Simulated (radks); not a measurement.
All-electron atom: Lu3+ in [Xe] 4f12 6s2 (not the ground configuration). All-electron calculation, scalar-relativistic Kohn-Sham, BLYP, spin-unpolarised, spherical densities, finite nucleus; Fermi nuclear charge, rms radius 5.37 fm. Program: a radial shooting solver on a logarithmic mesh with Libxc functionals.

Radial electron density D(r) = 4 pi r^2 rho(r):

| r (bohr) | D(r) (e/bohr) |
|---|---|
| 0.002326 | 22.49 |
| 0.003128 | 33.27 |
| 0.004205 | 47.31 |
| 0.005653 | 63.84 |
| 0.007601 | 80.42 |
| 0.0103 | 92.96 |
| 0.01385 | 96.31 |
| 0.01862 | 90.83 |
| 0.02503 | 85.42 |
| 0.03366 | 93.90 |
| 0.04525 | 116.8 |
| 0.06133 | 129.2 |
| 0.08245 | 112.2 |
| 0.1109 | 98.82 |
| 0.149 | 114.2 |
| 0.2004 | 105.3 |
| 0.2694 | 64.17 |
| 0.3651 | 61.07 |
| 0.4909 | 65.14 |
| 0.66 | 39.48 |
| 0.8874 | 20.31 |
| 1.193 | 12.11 |
| 1.617 | 5.116 |
| 2.174 | 1.958 |
| 2.923 | 0.9571 |
| 3.929 | 0.2599 |
| 5.283 | 0.02254 |
| 7.103 | 0.0004328 |

D(r) has 4 maxima, at r = 0.0132, 0.0594, 0.165, 0.442 bohr, and minima at 0.0252, 0.107, 0.316 bohr, inside which lie 1.91, 11.05, 29.78 electrons.
